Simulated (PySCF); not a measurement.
ClHMgO. Atoms are numbered in the order given.

```xyz
4

Mg     0.0236    -0.5357     0.0000
Cl    -0.0021     1.6536     0.0000
O     -0.0883    -2.3215     0.0000
H      0.4591    -3.1112     0.0000
```
Charge 0, spin multiplicity 1.

Geometry optimised at PBE-D3(BJ)/def2-TZVP. One conformer was computed; it need not be the lowest.

Vertical ionisation energy (IE) and electron affinity (EA) in eV. Rows of orbital energies are one-electron estimates. Where ΔSCF, EOM or ADC give a negative EA the extra electron is unbound and the value depends on the basis.

```json
[
 {"level": "−ε(HOMO), −ε(LUMO), r2SCAN/def2-TZVPD (PySCF)", "IE": "7.00", "EA": "1.74"},
 {"level": "−ε(HOMO), −ε(LUMO), PBE0/def2-TZVPD (PySCF)", "IE": "8.31", "EA": "1.54"}
]
```
